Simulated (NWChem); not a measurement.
Species: BHOF cation; SMILES FB=[OH+]

```xyz
4

O      0.0003    -1.1863     0.0000
B     -0.0002     0.0383     0.0000
F      0.0001     1.2788     0.0000
H     -0.0039    -2.1552     0.0000
```
Atoms are numbered in this order, from 1.

Geometry: optimised at PBE0/def2-SVP.

Problem. List the 6 lowest vertical singlet excitations and the 6 lowest triplet ones from B3LYP/6-31+G* (spherical d), full TDDFT (NWChem).

Solution. 
```json
[
 {"state": "S1", "energy (eV)": "10.44", "oscillator strength": "0.019", "leading excitation (squared amplitude)": "HOMO → LUMO (0.99)"},
 {"state": "S2", "energy (eV)": "10.44", "oscillator strength": "0.019", "leading excitation (squared amplitude)": "HOMO−1 → LUMO (0.99)"},
 {"state": "S3", "energy (eV)": "10.71", "oscillator strength": "0.000", "leading excitation (squared amplitude)": "HOMO → LUMO+1 (0.50)"},
 {"state": "S4", "energy (eV)": "10.85", "oscillator strength": "0.000", "leading excitation (squared amplitude)": "HOMO−1 → LUMO+1 (0.50)"},
 {"state": "S5", "energy (eV)": "10.85", "oscillator strength": "0.000", "leading excitation (squared amplitude)": "HOMO−1 → LUMO+2 (0.50)"},
 {"state": "S6", "energy (eV)": "12.85", "oscillator strength": "0.048", "leading excitation (squared amplitude)": "HOMO−1 → LUMO+3 (0.53)"},
 {"state": "T1", "energy (eV)": "9.63", "oscillator strength": "spin-forbidden", "leading excitation (squared amplitude)": "HOMO−1 → LUMO+1 (0.49)"},
 {"state": "T2", "energy (eV)": "9.80", "oscillator strength": "spin-forbidden", "leading excitation (squared amplitude)": "HOMO → LUMO (0.98)"},
 {"state": "T3", "energy (eV)": "9.80", "oscillator strength": "spin-forbidden", "leading excitation (squared amplitude)": "HOMO−1 → LUMO (0.98)"},
 {"state": "T4", "energy (eV)": "10.10", "oscillator strength": "spin-forbidden", "leading excitation (squared amplitude)": "HOMO → LUMO+2 (0.50)"},
 {"state": "T5", "energy (eV)": "10.10", "oscillator strength": "spin-forbidden", "leading excitation (squared amplitude)": "HOMO → LUMO+1 (0.50)"},
 {"state": "T6", "energy (eV)": "10.71", "oscillator strength": "spin-forbidden", "leading excitation (squared amplitude)": "HOMO−1 → LUMO+2 (0.50)"}
]
```
